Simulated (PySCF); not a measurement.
**Frontier levels across methods**

Species: C₂H₃NO₃Si.
Atom-mapped SMILES: `[N:1]#[C:2][Si@@H:3]([OH:4])[O:5][CH:6]=[O:7]` (hydrogens: H8 on Si3; H9 on O4; H10 on C6)

Cartesian coordinates in Å at the PBE0-D3(BJ)/def2-SVP level; atoms count from 1:
```xyz
10
C2H3NO3Si angstrom
N     -1.326    3.036    0.210
C     -1.066    1.907    0.213
Si    -0.654    0.108    0.267
O     -1.396   -0.579   -1.017
O      1.051    0.098    0.116
C      1.616   -1.085   -0.095
O      0.992   -2.104   -0.236
H     -0.999   -0.454    1.588
H     -1.143   -1.501   -1.164
H      2.722   -1.018   -0.127
```

Basis pcSseg-1 throughout (PySCF), one geometry. Isolated species at its PBE0-D3(BJ)/def2-SVP geometry (one conformer only).

Q: How do the orbital energies, the gap and the dipole change with the method?

A: 
```
   method                    kind  HOMO (eV)  LUMO (eV)  gap (eV)  μ (D)  SCF cycles
     BLYP                     GGA      -7.43      -2.18      5.25   3.25          17
    B97-2           global hybrid      -8.98      -1.31      7.67   3.35          15
    B3LYP           global hybrid      -9.00      -1.50      7.49   3.38          16
     PBE0           global hybrid      -9.28      -1.27      8.02   3.38          16
 mPW1PW91           global hybrid      -9.33      -1.28      8.05   3.39          15
CAM-B3LYP  range-separated hybrid     -10.76      -0.07     10.69   3.47          15
BHandHLYP           global hybrid     -10.95      -0.10     10.84   3.54          14
  wB97X-D  range-separated hybrid     -11.25       0.59     11.84   3.43          14
```

The HOMO spans 3.81 eV, from BLYP down to wB97X-D, and the gap runs from 5.25 eV (BLYP) to 11.84 eV (wB97X-D). Over the methods BLYP (0 %), B97-2 (21 %), B3LYP (20 %), PBE0 (25 %), mPW1PW91 (25 %), BHandHLYP (50 %), a straight line through the gap against the share of exact exchange rises by 1.12 eV for each 10 % (correlation coefficient 1.000). The dipole ranges from 3.25 D (BLYP) to 3.54 D (BHandHLYP). This basis has no diffuse functions.
